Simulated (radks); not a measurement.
Results of a calculation; reference values are marked as such.
All-electron atom: Ru21+ in [Ar] 3d5.

Level of theory: non-relativistic Kohn-Sham, TPSS, spin-polarised, spherical densities, point nucleus; open shells are filled with parallel spins first (spin-orbit coupling, left out, can overturn this in heavy ions); meta-GGA in the generalised Kohn-Sham scheme; relativity is left out, which matters for an element this heavy (a radial shooting solver on a logarithmic mesh with Libxc functionals).

Energy parts (hartree):
part                       energy
total                 -4204.24950
kinetic                4203.15508
electron-nucleus      -9353.01572
Hartree                1052.41230
exchange-correlation   -106.80116

Orbitals (lengths in bohr, moments of r in powers of bohr):
orbital	occ.	eigenvalue (hartree)	<r>
1s up	1	-812.7345	0.03462
1s down	1	-812.7338	0.03462
2s up	1	-138.4758	0.1503
2s down	1	-138.0673	0.1500
2p up	3	-130.2102	0.1287
2p down	3	-129.8997	0.1284
3s up	1	-43.68325	0.3899
3s down	1	-43.16527	0.3918
3p up	3	-40.53534	0.3787
3p down	3	-39.98171	0.3810
3d up	5	-35.10914	0.3420
3d down	0	-34.44236	0.3449

The highest occupied level is 3d up at -955.37 eV. Summed over all electrons, <r^2> = 2.206 bohr^2, which gives a Langevin (diamagnetic) susceptibility term of -1.75 x 10^-6 cm^3/mol.
